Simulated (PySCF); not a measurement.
**Dipole response of Sm⁵⁶⁺ (samarium, charge +56)**

[He] 2s2 2p2, high-spin 3P determinant. All numbers are calculated (PySCF 2.14, scalar relativity by spin-free X2C-1e, in an even-tempered Gaussian basis (19 s from 32 bohr⁻², ratio 2.2; 12 p from 41 bohr⁻², ratio 2.2; 5 d from 160 bohr⁻², ratio 2.4; 5 f from 230 bohr⁻², ratio 2.4; 4 g from 350 bohr⁻², ratio 2.4)). Coupled (time-dependent) response in atomic units; α is the mean over directions.

| method | mean α (bohr³) | α xx, yy, zz | C₆ (like pair) | S(−4) |
| --- | --- | --- | --- | --- |
| UHF | 0.0002531 | 0.0003399, 0.0002097, 0.0002097 | 1.745e-06 | 3.206e-07 |
| PBE0 | 0.0002510 | 0.0003387, 0.0002071, 0.0002071 | 1.723e-06 | 3.161e-07 |

S(−4) is the Cauchy moment in α(ω) = α(0) + S(−4) ω² + …

Spin-orbit coupling is absent.

α(iu) at UHF:

```csv
u (hartree),α(iu) (bohr³)
0,0.0002531
4.00,0.0002481
8.00,0.0002344
16.0,0.0001933
24.0,0.0001526
32.0,0.0001210
40.0,9.838e-05
60.0,6.662e-05
80.0,5.173e-05
120,3.828e-05
200,2.717e-05
```

A single London oscillator, α(iu) = α/(1 + u²/ω²), gives C₆ = (3/4) ω α². Matching the computed C₆ needs ω = 4 × 1.745e-06 / (3 × 0.0002531²) = 36.3 hartree.

For an ion, C₆ is the dispersion term alone; charge-induced terms of lower order in 1/R come first.

The components differ because the open shell of this determinant is not spherical; for a pure term their mean is the scalar polarisability.

Spin-orbit coupling is strong in this species (close to jj coupling), so the high-spin LS determinant is a model state, not a physical level.
